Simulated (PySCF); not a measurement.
## Calculated data, BH5OSi2, CH5BSi2, CH4B2O, CH4B2Si

All values are calculated (PySCF 2.14.0). Calculation on a computer-drawn molecule: the log of a Hartree-Fock and frozen-core CCSD(T) single point meant for a local Hartree-Fock minimum, with one planted fault or none, to be diagnosed. Offsets are logged minus clean, where the clean run is the same molecule without the fault. The reference is restricted for singlets and unrestricted otherwise, and also for a bond in bohr or an excited solution. Adding or removing an electron swaps singlet and doublet. The excited solution moves the top pair (singlet) or top alpha electron (doublet) to the lowest empty orbital. Highest occupied and lowest empty are orbital energies over both spins, largest force is the largest gradient component, triples share is (T) over the correlation energy, the T1 limit is 0.02 restricted and 0.045 unrestricted, electrons count all cores, a negative frequency is imaginary (commonest isotopes), and the dipole is about the centre of nuclear charge.

Common to all runs: meant charge 0; meant multiplicity 1; logged SCF converged yes; logged CC converged yes; logged SCF stable within its kind yes; possible faults no fault, one electron removed, one electron added, multiplicity raised by two, geometry at a saddle point, SCF held on an excited solution, minimal basis STO-3G, one bond length entered in bohr, all coordinates scaled.

```yaml
- entry: 1
  formula: BH5OSi2
  logged_structure:
    atoms_angstrom:
      - [B, -1.1996, 1.6089, 3.663]
      - [Si, 0.1349, 0.1976, 3.2454]
      - [Si, 0.3202, 0.8134, 0.9436]
      - [O, 1.6887, 0.1057, 0.3301]
      - [H, -2.3839, 1.423, 3.5589]
      - [H, -0.8451, 2.6706, 4.1065]
      - [H, 0.375, 2.276, 0.692]
      - [H, -0.8939, 0.2951, 0.258]
      - [H, 1.9258, 0.2926, -0.5664]
  given:
    meant_basis: "cc-pV(D+d)Z"
    logged_electrons: 46
    logged_basis_functions: 33
    logged_spin_squared: 0.0
    "logged_highest_occupied [eV]": -5.6712
    "logged_lowest_empty [eV]": 5.6541
    "logged_largest_force [hartree/bohr]": 0.04851
    logged_T1_diagnostic: 0.016085
    logged_D1_diagnostic: 0.064379
    logged_triples_share: 0.016515
    "logged_dipole_magnitude [debye]": 0.47851
    "logged_energy_HF [hartree]": -672.24747
    "logged_energy_CCSD(T) [hartree]": -672.4325
    drawn_bonds_atom: [1, 2, 3, 1, 1, 3, 3, 4]
    drawn_bonds_other_atom: [2, 3, 4, 5, 6, 7, 8, 9]
    drawn_bonds_order: [1, 1, 1, 1, 1, 1, 1, 1]
  results:
    planted_fault: "minimal basis STO-3G"
    "HF_energy_offset_from_clean_run [kcal/mol]": 5046
    "CCSD(T)_energy_offset_from_clean_run [kcal/mol]": 5256
- entry: 2
  formula: BH5OSi2
  logged_structure:
    atoms_angstrom:
      - [B, -1.1996, 1.6089, 3.663]
      - [Si, 0.1349, 0.1976, 3.2454]
      - [Si, 0.3202, 0.8134, 0.9436]
      - [O, 1.6887, 0.1057, 0.3301]
      - [H, -2.3839, 1.423, 3.5589]
      - [H, -0.8451, 2.6706, 4.1065]
      - [H, 0.375, 2.276, 0.692]
      - [H, -0.8939, 0.2951, 0.258]
      - [H, 1.9258, 0.2926, -0.5664]
  given:
    meant_basis: "cc-pV(D+d)Z"
    logged_electrons: 47
    logged_basis_functions: 99
    logged_spin_squared: 0.7704
    "logged_highest_occupied [eV]": -1.3905
    "logged_lowest_empty [eV]": 6.6353
    "logged_largest_force [hartree/bohr]": 0.043965
    logged_T1_diagnostic: 0.022229
    logged_D1_diagnostic: 0.091415
    logged_triples_share: 0.029508
    "logged_dipole_magnitude [debye]": 5.8736
    "logged_energy_HF [hartree]": -680.30656
    "logged_energy_CCSD(T) [hartree]": -680.84216
    drawn_bonds_atom: [1, 2, 3, 1, 1, 3, 3, 4]
    drawn_bonds_other_atom: [2, 3, 4, 5, 6, 7, 8, 9]
    drawn_bonds_order: [1, 1, 1, 1, 1, 1, 1, 1]
  results:
    planted_fault: "one electron added"
    "HF_energy_offset_from_clean_run [kcal/mol]": -11.45
    "CCSD(T)_energy_offset_from_clean_run [kcal/mol]": -21.21
- entry: 3
  formula: CH5BSi2
  logged_structure:
    atoms_angstrom:
      - [B, -2.4725, -1.8669, -1.3928]
      - [Si, -2.6563, 0.088, -1.0813]
      - [Si, -0.2907, 0.0031, -0.8154]
      - [C, 0.4816, -1.1285, 0.2045]
      - [H, -2.402, -2.2723, -2.524]
      - [H, -2.4463, -2.673, -0.5026]
      - [H, 0.5395, 1.0075, -1.5138]
      - [H, 1.544, -1.0916, 0.4251]
      - [H, -0.0689, -1.8993, 0.7319]
  given:
    meant_basis: "cc-pV(D+d)Z"
    logged_electrons: 43
    logged_basis_functions: 99
    logged_spin_squared: 1.0562
    "logged_highest_occupied [eV]": -14.106
    "logged_lowest_empty [eV]": -6.1
    "logged_largest_force [hartree/bohr]": 0.045135
    logged_T1_diagnostic: 0.051896
    logged_D1_diagnostic: 0.22084
    logged_triples_share: 0.036142
    "logged_dipole_magnitude [debye]": 1.9578
    "logged_energy_HF [hartree]": -642.9495
    "logged_energy_CCSD(T) [hartree]": -643.3802
    drawn_bonds_atom: [1, 2, 3, 1, 1, 3, 4, 4]
    drawn_bonds_other_atom: [2, 3, 4, 5, 6, 7, 8, 9]
    drawn_bonds_order: [1, 1, 2, 1, 1, 1, 1, 1]
  results:
    planted_fault: "one electron removed"
    "HF_energy_offset_from_clean_run [kcal/mol]": 157.1
    "CCSD(T)_energy_offset_from_clean_run [kcal/mol]": 188.8
  notes: ["T1 above single-reference limit"]
- entry: 4
  formula: CH5BSi2
  logged_structure:
    atoms_angstrom:
      - [B, -2.4725, -1.8669, -1.3928]
      - [Si, -2.6563, 0.088, -1.0813]
      - [Si, -0.2907, 0.0031, -0.8154]
      - [C, 0.4816, -1.1285, 0.2045]
      - [H, -2.402, -2.2723, -2.524]
      - [H, -2.4463, -2.673, -0.5026]
      - [H, 0.5395, 1.0075, -1.5138]
      - [H, 2.4892, -1.0587, 0.6213]
      - [H, -0.0689, -1.8993, 0.7319]
  given:
    meant_basis: "cc-pV(D+d)Z"
    logged_electrons: 44
    logged_basis_functions: 99
    logged_spin_squared: 1.6215
    "logged_highest_occupied [eV]": -8.1173
    "logged_lowest_empty [eV]": 0.40306
    "logged_largest_force [hartree/bohr]": 0.032194
    logged_T1_diagnostic: 0.081173
    logged_D1_diagnostic: 0.25392
    logged_triples_share: 0.048524
    "logged_dipole_magnitude [debye]": 0.66645
    "logged_energy_HF [hartree]": -643.08529
    "logged_energy_CCSD(T) [hartree]": -643.54213
    drawn_bonds_atom: [1, 2, 3, 1, 1, 3, 4, 4]
    drawn_bonds_other_atom: [2, 3, 4, 5, 6, 7, 8, 9]
    drawn_bonds_order: [1, 1, 2, 1, 1, 1, 1, 1]
  results:
    planted_fault: "one bond length entered in bohr, row 7 of the drawn bonds"
    "HF_energy_offset_from_clean_run [kcal/mol]": 71.9
    "CCSD(T)_energy_offset_from_clean_run [kcal/mol]": 87.15
  notes: ["T1 above single-reference limit"]
- entry: 5
  formula: CH4B2O
  logged_structure:
    atoms_angstrom:
      - [C, 1.5812, 1.3229, 0.1195]
      - [B, 0.398, 1.4434, 0.8379]
      - [B, -1.0411, 1.5255, 1.7213]
      - [O, -1.7423, 2.6499, 1.9787]
      - [H, 2.0809, 2.1768, -0.3275]
      - [H, 2.069, 0.3648, -0.0323]
      - [H, -1.4976, 0.5073, 2.1681]
      - [H, -1.3798, 3.4475, 1.6256]
  given:
    meant_basis: cc-pVDZ
    logged_electrons: 28
    logged_basis_functions: 76
    logged_spin_squared: 0.0
    "logged_highest_occupied [eV]": -8.9227
    "logged_lowest_empty [eV]": 2.2881
    "logged_largest_force [hartree/bohr]": 2.1017e-05
    "logged_lowest_frequency [cm^-1]": 157.33
    logged_T1_diagnostic: 0.016203
    logged_D1_diagnostic: 0.052628
    logged_triples_share: 0.030442
    "logged_dipole_magnitude [debye]": 1.3916
    "logged_energy_HF [hartree]": -164.41855
    "logged_energy_CCSD(T) [hartree]": -164.94717
    drawn_bonds_atom: [1, 2, 3, 1, 1, 3, 4]
    drawn_bonds_other_atom: [2, 3, 4, 5, 6, 7, 8]
    drawn_bonds_order: [2, 1, 1, 1, 1, 1, 1]
  results:
    planted_fault: "no fault"
    "HF_energy_offset_from_clean_run [kcal/mol]": 0.0
    "CCSD(T)_energy_offset_from_clean_run [kcal/mol]": 0.0
- entry: 6
  formula: CH4B2Si
  logged_structure:
    atoms_angstrom:
      - [C, 1.1032, 0.0065, 2.3094]
      - [B, 0.3231, -0.7348, 1.4246]
      - [B, -0.629, -1.6006, 0.4002]
      - [Si, -2.6178, -1.9008, 0.5157]
      - [H, 2.1784, 0.1005, 2.1961]
      - [H, 0.6751, 0.5289, 3.1593]
      - [H, -0.0941, -2.1654, -0.5222]
      - [H, -2.8838, -0.7127, -0.3914]
  given:
    meant_basis: "cc-pV(D+d)Z"
    logged_electrons: 34
    logged_basis_functions: 28
    logged_spin_squared: 0.0
    "logged_highest_occupied [eV]": -6.0033
    "logged_lowest_empty [eV]": 5.8398
    "logged_largest_force [hartree/bohr]": 0.031131
    logged_T1_diagnostic: 0.017746
    logged_D1_diagnostic: 0.062509
    logged_triples_share: 0.016746
    "logged_dipole_magnitude [debye]": 0.91478
    "logged_energy_HF [hartree]": -373.90088
    "logged_energy_CCSD(T) [hartree]": -374.12533
    drawn_bonds_atom: [1, 2, 3, 1, 1, 3, 4]
    drawn_bonds_other_atom: [2, 3, 4, 5, 6, 7, 8]
    drawn_bonds_order: [2, 1, 1, 1, 1, 1, 1]
  results: {}
```

## Withheld values
1. Which fault was planted in the run of CH4B2Si (entry 6)?

Answers
1. minimal basis STO-3G

Further results for CH4B2Si (entry 6):

```
HF energy offset from clean run      : 2802 kcal/mol
CCSD(T) energy offset from clean run : 2937 kcal/mol
```
